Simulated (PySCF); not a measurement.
**Ru: excitation energy**

Ru [Kr] 4d7 5s1 (5F) → Ru [Kr] 4d6 5s1 5p1 (high-spin determinant), as a difference of total energies. Calculation: PySCF 2.14, in aug-cc-pVDZ-PP with ECP28MDF; scalar relativity through the core potential. Correlated levels: valence: 4s2 4p6 frozen. The calculations carry no spin-orbit coupling.

```json
{"method": "UHF", "excitation energy (cm⁻¹)": "13085"}
{"method": "MP2 (valence)", "excitation energy (cm⁻¹)": "22771"}
{"method": "SCS-MP2 (valence)", "excitation energy (cm⁻¹)": "24646"}
{"method": "CCSD (valence)", "excitation energy (cm⁻¹)": "21883"}
{"method": "CCSD(T) (valence)", "excitation energy (cm⁻¹)": "22281"}
```

The determinant of the upper state mixes LS terms, which raises its energy above the lowest term, most at the Hartree-Fock and MP2 levels.
